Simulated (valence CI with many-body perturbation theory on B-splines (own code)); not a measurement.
## Hyperfine factors and g values of Tb XLIV

Calculated by relativistic CI+MBPT: four valence electrons over a frozen Dirac-Fock core [Ar], a basis of 7 s, 7 p, 8 d, 6 f, 4 g, 1 h functions for each j, with the one-electron correlation potential Σ1 (screened to all orders), the two-electron term Σ2, the three-electron term Σ3, Breit, model QED; selected single and double excitations, second order for the rest, scaled by the run's own slope (own B-spline code, finite nucleus).

No measured spectrum was set against this ion. As an estimate, large intervals hold to a few tenths of a per cent, small ones and those within an open d or f shell to about a per cent. Only levels of the ground parity were solved; by the run's estimate the other parity begins above the list, which can be wrong where configurations are misplaced.

A/g_I is the dipole constant over the nuclear g factor μ/I (μ in nuclear magnetons, uniformly magnetised nucleus), B/Q the quadrupole constant per barn. Both hold the static response of the core; the bare values leave it out. Large factors of s and p1/2 electrons are usually good to 5 to 10 %; those of open d and f shells near neutrality can be off by tens of per cent, and small factors of p3/2, d and f electrons come from cancelling terms and can be off by a factor of two or in sign, in half-filled shells by more. B is blank for J = 1/2, where it vanishes, and for nearly pure S terms. Energies count from the lowest level. Levels with J = 0 are left out.

Levels are named by their leading jj configuration (3d3/2^4 stands for four electrons in 3d with j = 3/2), which in mixed levels can hold well under half, so a name can repeat and another be missing. Letters in brackets count levels of one name in rising energy.

```tsv
Level	E (eV)	g	A/g_I (MHz)	A/g_I bare	B/Q (MHz/b)	B/Q bare
(3d3/2^3 3d5/2) J=1	31.61	1.492	-3360	-2300	12700	12800
(3d3/2^3 3d5/2) J=4	42.04	1.081	38600	38900	2670	2630
(3d3/2^3 3d5/2) J=2	42.96	1.254	23800	24400	28300	28700
(3d3/2^3 3d5/2) J=3	46.28	1.161	33600	34000	21100	21300
(3d3/2^2 3d5/2^2) J=2 [a]	72.60	1.190	15700	16200	23100	23500
(3d3/2^2 3d5/2^2) J=4 [a]	73.22	1.150	31200	31500	-14400	-14700
(3d3/2^2 3d5/2^2) J=3 [a]	74.99	1.140	27000	27400	5120	5180
(3d3/2^2 3d5/2^2) J=5	78.57	1.079	35600	35800	32100	32500
(3d3/2^2 3d5/2^2) J=6	81.10	1.076	37700	37900	39100	39600
(3d3/2^2 3d5/2^2) J=1	81.78	1.126	39600	39900	3510	3540
(3d3/2^2 3d5/2^2) J=4 [b]	85.41	1.028	40600	40700	-12200	-12300
(3d3/2^2 3d5/2^2) J=3 [b]	85.66	1.093	39400	39700	10300	10500
(3d3/2^2 3d5/2^2) J=2 [b]	86.83	1.097	35700	35900	13000	13200
(3d3/2^2 3d5/2^2) J=2 [c]	97.18	0.991	49100	49200	-3510	-3580
(3d3/2^2 3d5/2^2) J=4 [c]	101.12	1.206	27100	27600	59100	59900
(3d3/2^2 3d5/2^2) J=2 [d]	111.14	1.187	32300	32700	-14600	-14700
(3d3/2 3d5/2^3) J=4 [a]	113.82	1.131	27200	27500	-26200	-26600
(3d3/2 3d5/2^3) J=3 [a]	114.32	1.160	22000	22400	1960	2020
(3d3/2 3d5/2^3) J=1 [a]	118.60	0.927	37300	37200	16600	16800
(3d3/2 3d5/2^3) J=5	118.97	1.138	30900	31200	-21400	-21700
(3d3/2 3d5/2^3) J=6	119.81	1.074	35200	35400	43900	44500
(3d3/2 3d5/2^3) J=2 [a]	126.26	1.053	39400	39500	31200	31600
(3d3/2 3d5/2^3) J=3 [b]	127.94	1.089	34300	34500	11900	12100
(3d3/2 3d5/2^3) J=3 [c]	140.19	1.057	38100	38300	49900	50600
(3d3/2 3d5/2^3) J=1 [b]	140.68	1.422	7910	8820	-24000	-24300
(3d3/2 3d5/2^3) J=4 [b]	141.27	1.041	38600	38700	44000	44600
(3d3/2 3d5/2^3) J=2 [b]	144.76	1.103	34900	35200	-55000	-55800
(3d5/2^4) J=4	160.02	1.155	26100	26500	-43100	-43700
(3d5/2^4) J=2	170.07	1.058	28500	28700	22200	22500
```

Problem. Take the isotope of mass number 159, with I = 3/2, μ = 2.009 μN and Q = 1.432 b. What is the hyperfine structure of (3d3/2^3 3d5/2) J=4?

Solution. From the table A = 51700 MHz, B = 3830 MHz. Shifts from the centre of gravity in MHz: F = 5/2: -386000, F = 7/2: -208000, F = 9/2: 24200, F = 11/2: 311000.
